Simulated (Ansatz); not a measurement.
Geometry optimisation, Ansatz, DFT PBE, scalar-relativistic, plane waves, PAW.

Input:

```yaml
crystal:
  lattice:
    - [7.398, 0.0, 0.0]
    - [-3.699, 6.406856, 0.0]
    - [0.0, 0.0, 12.0]
  atoms:
    - { symbol: C, position: [0.0, 0.0, 0.0833333] }
    - { symbol: C, position: [0.2222222, 0.1111111, 0.0833333] }
    - { symbol: C, position: [0.0, 0.3333333, 0.0833333] }
    - { symbol: C, position: [0.2222222, 0.4444444, 0.0833333] }
    - { symbol: C, position: [0.0, 0.6666667, 0.0833333] }
    - { symbol: C, position: [0.2222222, 0.7777778, 0.0833333] }
    - { symbol: C, position: [0.3333333, 0.0, 0.0833333] }
    - { symbol: C, position: [0.5555556, 0.1111111, 0.0833333] }
    - { symbol: C, position: [0.3333333, 0.3333333, 0.0833333] }
    - { symbol: C, position: [0.5555556, 0.4444444, 0.0833333] }
    - { symbol: C, position: [0.3333333, 0.6666667, 0.0833333] }
    - { symbol: C, position: [0.5555556, 0.7777778, 0.0833333] }
    - { symbol: C, position: [0.6666667, 0.0, 0.0833333] }
    - { symbol: C, position: [0.8888889, 0.1111111, 0.0833333] }
    - { symbol: C, position: [0.6666667, 0.3333333, 0.0833333] }
    - { symbol: C, position: [0.8888889, 0.4444444, 0.0833333] }
    - { symbol: C, position: [0.6666667, 0.6666667, 0.0833333] }
    - { symbol: C, position: [0.8888889, 0.7777778, 0.0833333] }
    - { symbol: B, position: [0.9659424, 0.8981513, 0.2075] }
    - { symbol: H, position: [0.7802197, 0.8073912, 0.222375] }
    - { symbol: H, position: [1.0567026, 0.8031929, 0.222375] }
    - { symbol: H, position: [1.0609049, 1.0838699, 0.222375] }
basis:
  ecutwfc: 420.0
kpoints:
  mp_grid: { grid: [2, 2, 1] }
hamiltonian:
  xc: pbe
  pseudopotentials: { kind: paw, azcp: { folder: soft_1 } }
scf:
  occupations: { method: fermi_dirac, width: 0.05 }
  lower_state_search: "off"
relax:
  f_tol: 0.03
  max_steps: 60
  adjacent_minimum: "off"
```

Launched with:

```bash
$ ansatz run input.yaml --threads 1 --pin off --max-ram 3072MiB --backend cpu --events-out ev --progress --plain --runs-dir out
```

Question: Where does it end, and by what steps?

Answer: It converged. The force dipped under the threshold on the way, but the program's further checks kept it going. Limits of this set-up: coarse k mesh, slab without dipole correction. After 12 steps the energy has fallen by 3.181 eV; B19 moved furthest, 1.10 Å. Parted: C1–B19 (1.63 → 2.61 Å), C18–B19 (1.68 → 2.98 Å).

```tsv
step	energy less start (eV)	largest force component (eV/Å)	accepted
0	0.0000	4.296	yes
1	-1.5899	2.796	yes
2	-2.3680	1.638	yes
3	-2.7282	1.071	yes
4	-2.9644	0.552	yes
5	-3.0701	0.475	yes
6	-3.1584	0.138	yes
7	-3.1756	0.215	yes
8	-3.1796	0.102	yes
9	-3.1801	0.126	yes
10	-3.1812	0.023	yes
11	-3.1812	0.023	yes
12	-3.1813	0.026	yes
```

```xyz
22
Lattice="7.3980 0.0000 0.0000 -3.6990 6.4069 0.0000 0.0000 0.0000 12.0000" Properties=species:S:1:pos:R:3
C 0.023 -0.111 0.855
C 1.262 0.604 0.817
C -1.213 2.029 0.801
C 0.023 2.742 0.799
C -2.440 4.163 0.799
C -1.212 4.872 0.796
C 2.488 -0.107 0.798
C 3.722 0.608 0.793
C 1.260 2.029 0.800
C 2.488 2.736 0.794
C 0.023 4.160 0.794
C 1.259 4.873 0.796
C 4.957 -0.107 0.798
C 6.183 0.603 0.817
C 3.722 2.024 0.795
C 4.957 2.737 0.795
C 2.487 4.163 0.799
C 3.722 4.874 0.818
B 3.719 6.244 3.464
H 2.684 5.642 3.515
H 4.757 5.647 3.517
H 3.716 7.441 3.537
```

Run time: 94 s on 1 thread of Arm Neoverse V1, on a shared host, peak memory 0.64 GiB.
